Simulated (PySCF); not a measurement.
PySCF input file for Si(H)2(F)(OH) (FH3OSi), SMILES O[SiH2]F, TDDFT-B3LYP/def2-SVPD. Coordinates come from a B3LYP-D3(BJ)/def2-TZVP optimisation. A frequency run showed that this geometry is not a minimum. Other conformers were not sampled.

```python
import numpy as np
from pyscf import gto, scf, dft, tdscf

mol = gto.M(
    atom='''
    Si   -0.47350111    0.04023023    0.00000000
    O     0.36074208   -1.36494040    0.00000000
    F     0.55631541    1.27099197    0.00000000
    H    -1.29202435    0.13942660   -1.22143505
    H    -1.29202436    0.13942660    1.22143504
    H     1.32028894   -1.36148098    0.00000000
    ''',
    basis='def2-SVPD',
    charge=0,
    spin=0,
    symmetry=True,
    max_memory=1600,
    verbose=4,
)
mf = dft.RKS(mol, xc='b3lyp').density_fit(auxbasis='def2-universal-jkfit')
mf.grids.level = 3
mf.conv_tol = 1e-9
mf.max_cycle = 100
mf.kernel()
mf.grids = dft.Grids(mol).set(level=1).build(with_non0tab=True)  # coarser grid for the response kernel
td = tdscf.TDDFT(mf)
td.singlet = True
td.nstates = 10
td.conv_tol = 1e-4
td.kernel(x0=td.get_init_guess(mf, 15))
td.analyze()
tt = tdscf.TDA(mf)
tt.singlet = False
tt.nstates = 4
tt.conv_tol = 1e-4
tt.kernel(x0=tt.get_init_guess(mf, 9))
tt.analyze(verbose=3)
```

Log of the run:

```
PySCF version 2.14.0

[INPUT] verbose = 4
[INPUT] num. atoms = 6
[INPUT] num. electrons = 34
[INPUT] charge = 0
[INPUT] spin (= nelec alpha-beta = 2S) = 0
[INPUT] symmetry True subgroup None
[INPUT] Mole.unit = angstrom
[INPUT] Symbol           X                Y                Z      unit          X                Y                Z       unit  Magmom
[INPUT]  1 Si    -0.473501110000   0.040230230000   0.000000000000 AA   -0.894787417578   0.076024116628   0.000000000000 Bohr   0.0
[INPUT]  2 O      0.360742080000  -1.364940400000   0.000000000000 AA    0.681703732806  -2.579363532354   0.000000000000 Bohr   0.0
[INPUT]  3 F      0.556315410000   1.270991970000   0.000000000000 AA    1.051283763775   2.401826729821   0.000000000000 Bohr   0.0
[INPUT]  4 H     -1.292024350000   0.139426600000  -1.221435050000 AA   -2.441572167769   0.263478088479  -2.308177723444 Bohr   0.0
[INPUT]  5 H     -1.292024360000   0.139426600000   1.221435040000 AA   -2.441572186666   0.263478088479   2.308177704547 Bohr   0.0
[INPUT]  6 H      1.320288940000  -1.361480980000   0.000000000000 AA    2.494984501892  -2.572826176004   0.000000000000 Bohr   0.0

nuclear repulsion = 119.385214751145
point group symmetry = Cs
symmetry origin: [ 1.11160353e-09 -1.66740544e-09 -5.55801797e-10]
symmetry axis x: [ 1.00000000e+00 -1.69161021e-09  7.78846370e-11]
symmetry axis y: [-1.69161021e-09 -1.00000000e+00  4.91377373e-11]
symmetry axis z: [-7.78846370e-11  4.91377353e-11  1.00000000e+00]
num. orbitals of irrep A' = 63
num. orbitals of irrep A" = 31
number of shells = 40
number of NR pGTOs = 138
number of NR cGTOs = 94
basis = def2-SVPD
ecp = {}


******** <class 'pyscf.df.df_jk.DFSymAdaptedRKS'> ********
method = DFSymAdaptedRKS
initial guess = minao
damping factor = 0
level_shift factor = 0
DIIS = <class 'pyscf.scf.diis.CDIIS'>
diis_start_cycle = 1
diis_space = 8
diis_damp = 0
SCF conv_tol = 1e-09
SCF conv_tol_grad = None
SCF max_cycles = 100
direct_scf = False
XC library pyscf.dft.libxc version 7.1.2
    S. Lehtola, C. Steigemann, M. J. T. Oliveira, and M. A. L. Marques,  SoftwareX 7, 1–5 (2018)
XC functionals = b3lyp
    P. J. Stephens, F. J. Devlin, C. F. Chabalowski, and M. J. Frisch,  J. Phys. Chem. 98, 11623 (1994)
radial grids:
    Treutler-Ahlrichs [JCP 102, 346 (1995); DOI:10.1063/1.469408] (M4) radial grids

becke partition: Becke, JCP 88, 2547 (1988); DOI:10.1063/1.454033
pruning grids: <function nwchem_prune>
grids dens level: 3
symmetrized grids: True
atomic radii adjust function: <function treutler_atomic_radii_adjust>
small_rho_cutoff = 0
Freeze 0 electrons in irreps []
    34 free electrons in irreps A' A"
Set gradient conv threshold to 3.16228e-05
Initial guess from minao.
tot grids = 76952
******** <class 'pyscf.df.df.DF'> ********
auxbasis = def2-universal-jkfit
init E= -466.346762897208
HOMO (A") = -0.354231365616304  LUMO (A') = -0.0341126391990447  gap/eV = 8.71087
cycle= 1 E= -466.145833983765  delta_E= 0.201  |g|= 0.832  |ddm|= 2.71
HOMO (A") = -0.203718753703387  LUMO (A') = 0.00979483484634446  gap/eV = 5.81000
cycle= 2 E= -465.902921785373  delta_E= 0.243  |g|= 1.42  |ddm|= 1.74
HOMO (A") = -0.326718615988434  LUMO (A') = -0.0111734786237276  gap/eV = 8.58642
cycle= 3 E= -466.269089575209  delta_E= -0.366  |g|= 0.0627  |ddm|= 1.09
HOMO (A") = -0.320922818500793  LUMO (A') = -0.00447455280666809  gap/eV = 8.61100
cycle= 4 E= -466.26953609036  delta_E= -0.000447  |g|= 0.0514  |ddm|= 0.11
HOMO (A") = -0.323237300164724  LUMO (A') = -0.00491634184440226  gap/eV = 8.66195
cycle= 5 E= -466.269967327255  delta_E= -0.000431  |g|= 0.00719  |ddm|= 0.0377
HOMO (A") = -0.323279221648374  LUMO (A') = -0.00537813373611096  gap/eV = 8.65053
cycle= 6 E= -466.269977159133  delta_E= -9.83e-06  |g|= 0.0009  |ddm|= 0.00832
HOMO (A") = -0.323247889382758  LUMO (A') = -0.00539760396603928  gap/eV = 8.64915
cycle= 7 E= -466.269977355519  delta_E= -1.96e-07  |g|= 0.000166  |ddm|= 0.00131
HOMO (A") = -0.323276035694935  LUMO (A') = -0.00540349210201363  gap/eV = 8.64975
cycle= 8 E= -466.26997736159  delta_E= -6.07e-09  |g|= 2.63e-05  |ddm|= 0.00027
HOMO (A") = -0.323275423209211  LUMO (A') = -0.00540328207210905  gap/eV = 8.64974
cycle= 9 E= -466.269977361768  delta_E= -1.78e-10  |g|= 4.64e-06  |ddm|= 4.12e-05
HOMO (A") = -0.323275425795008  LUMO (A') = -0.00540316487861459  gap/eV = 8.64974
Extra cycle  E= -466.269977361768  delta_E= -4.55e-13  |g|= 5.33e-06  |ddm|= 1.18e-05
converged SCF energy = -466.269977361768
tot grids = 24312


******** <class 'pyscf.tdscf.rks.TDDFT'> for <class 'pyscf.df.df_jk.DFSymAdaptedRKS'> ********
nstates = 10 singlet
deg_eia_thresh = 1.000e-03
wfnsym = None
conv_tol = 0.0001
eigh lindep = 1e-12
eigh level_shift = 0
eigh max_cycle = 100


Excitation energies (eV)
[ 7.49773818  7.7506573   8.80867258  8.92737921  9.07216918  9.32407056
  9.47577745  9.47701295 10.3428801  10.41159861]

** Singlet excitation energies and oscillator strengths **
Excited State   1:   A"      7.49774 eV    165.36 nm  f=0.0054
      17 -> 18        0.69834
Excited State   2:   A"      7.75066 eV    159.97 nm  f=0.0081
      17 -> 19       -0.70171
Excited State   3:   A"      8.80867 eV    140.75 nm  f=0.0376
      17 -> 20        0.67065
      17 -> 21        0.20591
Excited State   4:   A"      8.92738 eV    138.88 nm  f=0.1101
      15 -> 18       -0.18571
      17 -> 20        0.21059
      17 -> 21       -0.63075
Excited State   5:   A'      9.07217 eV    136.66 nm  f=0.0518
      16 -> 18       -0.69332
Excited State   6:   A"      9.32407 eV    132.97 nm  f=0.0058
      15 -> 18       -0.67429
      17 -> 21        0.18727
Excited State   7:   A'      9.47578 eV    130.84 nm  f=0.0077
      16 -> 19        0.69035
      17 -> 22        0.10991
Excited State   8:   A"      9.47701 eV    130.83 nm  f=0.0058
      15 -> 19        0.69795
Excited State   9:   A'     10.34288 eV    119.87 nm  f=0.0046
      16 -> 20       -0.36902
      17 -> 22        0.57703
Excited State  10:   A'     10.41160 eV    119.08 nm  f=0.0480
      14 -> 18        0.18077
      16 -> 21        0.11126
      17 -> 22       -0.11261
      17 -> 23        0.65333

** Transition electric dipole moments (AU) **
state          X           Y           Z        Dip. S.      Osc.
  1        -0.0000      0.0000      0.1716      0.0294      0.0054
  2         0.0000     -0.0000      0.2069      0.0428      0.0081
  3         0.0000     -0.0000     -0.4172      0.1741      0.0376
  4        -0.0000      0.0000     -0.7093      0.5032      0.1101
  5        -0.0574     -0.4794      0.0000      0.2332      0.0518
  6        -0.0000      0.0000     -0.1590      0.0253      0.0058
  7        -0.1580      0.0900     -0.0000      0.0330      0.0077
  8         0.0000     -0.0000      0.1576      0.0249      0.0058
  9         0.1244     -0.0502     -0.0000      0.0180      0.0046
 10         0.3774     -0.2140      0.0000      0.1882      0.0480

** Transition velocity dipole moments (imaginary part, AU) **
state          X           Y           Z        Dip. S.      Osc.
  1        -0.0000      0.0000      0.0392      0.0015      0.0037
  2        -0.0000      0.0000      0.0682      0.0046      0.0109
  3         0.0000      0.0000     -0.1398      0.0195      0.0402
  4         0.0000     -0.0000     -0.2431      0.0591      0.1201
  5        -0.0138     -0.1656      0.0000      0.0276      0.0552
  6         0.0000     -0.0000     -0.0534      0.0029      0.0055
  7        -0.0452      0.0299     -0.0000      0.0029      0.0056
  8        -0.0000      0.0000      0.0593      0.0035      0.0067
  9         0.0539     -0.0137      0.0000      0.0031      0.0054
 10         0.1449     -0.0774      0.0000      0.0270      0.0470

** Transition magnetic dipole moments (imaginary part, AU) **
state          X           Y           Z
  1         0.8455      0.8220      0.0000
  2         0.7471     -0.9471      0.0000
  3        -0.0984     -0.3334     -0.0000
  4         0.6938      1.0541      0.0000
  5        -0.0000      0.0000      0.3942
  6        -0.2376     -0.0249     -0.0000
  7         0.0000      0.0000     -0.4642
  8         0.7294     -0.7043     -0.0000
  9        -0.0000      0.0000      0.4007
 10         0.0000      0.0000      0.1498


******** <class 'pyscf.tdscf.rks.TDA'> for <class 'pyscf.df.df_jk.DFSymAdaptedRKS'> ********
nstates = 4 triplet
deg_eia_thresh = 1.000e-03
wfnsym = None
conv_tol = 0.0001
eigh lindep = 1e-12
eigh level_shift = 0
eigh max_cycle = 100


Excitation energies (eV)
[7.15816558 7.3815044  8.24944012 8.50427426]

** Triplet excitation energies and oscillator strengths **
Excited State   1:   A"      7.15817 eV    173.21 nm  f=0.0000
Excited State   2:   A"      7.38150 eV    167.97 nm  f=0.0000
Excited State   3:   A"      8.24944 eV    150.29 nm  f=0.0000
Excited State   4:   A"      8.50427 eV    145.79 nm  f=0.0000
```

The calculation finished and met its thresholds.
